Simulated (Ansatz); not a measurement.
A structure relaxed at PBE0-D4/def2-TZVP, charge 0, multiplicity 1:

```xyz
12

C    -1.304    1.141    1.132
C    -0.032    1.319    0.817
F     0.609    2.417    1.278
Sn    1.166    0.007   -0.388
C    -0.085   -1.627   -0.963
H    -1.843    1.853    1.749
H    -1.831    0.268    0.772
H     1.727    0.877   -1.747
H     2.499   -0.519    0.541
H    -0.445   -2.149   -0.076
H     0.477   -2.328   -1.580
H    -0.937   -1.259   -1.534
```

Q: Give its formula and SMILES.

A: C3H7FSn, `C=[C](F)[SnH2][CH3]`.

Q: Point group (tolerance 0.08 Å, 0.16 Å for H)?

A: Cs.

Q: Summarise the bond lengths by kind.

A: 1 × C–C 1.323 Å; 5 × C–H 1.082 to 1.090 Å; 1 × C–F 1.352 Å; 2 × C–Sn 2.136 to 2.147 Å; 2 × H–Sn 1.708 Å.

All numbers were calculated with Ansatz.
